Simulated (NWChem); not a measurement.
System: SiH2S, singlet; SMILES [SiH]S

```xyz
4

Si     0.0959     1.1547     0.0000
H     -1.4327     1.2525     0.0000
S     -0.0589    -0.9693     0.0000
H      1.2664    -1.2459     0.0000
```
Atoms are numbered in this order, from 1.

Program: NWChem. Geometry optimised at PBE0/def2-SVP; all other runs use it. Low-valent species are run as closed-shell singlets; no triplet was tried in these runs.

```json
[
 {"quantity": "−ε(HOMO) (eV)", "level": "PBE0/def2-SVP", "value": "6.84"},
 {"quantity": "isotropic polarisability (bohr³), static", "level": "PBE0/def2-SVPD", "value": "…"},
 {"quantity": "vertical, lowest state with f > 0.02, singlet (eV)", "level": "PBE0/def2-SVPD, TDA", "value": "…"},
 {"quantity": "dipole in solution (D) in water", "level": "PBE0/def2-SVP, SMD", "value": "1.00"},
 {"quantity": "dipole (D)", "level": "PBE0/def2-SVP", "value": "0.74"},
 {"quantity": "highest harmonic frequency (cm⁻¹)", "level": "PBE0/def2-SVP", "value": "…"}
]
```

Q: Complete the blanks.

A: 
- isotropic polarisability (bohr³), static, value: 55.4
- vertical, lowest state with f > 0.02, singlet (eV), value: 3.24
- highest harmonic frequency (cm⁻¹), value: 2691
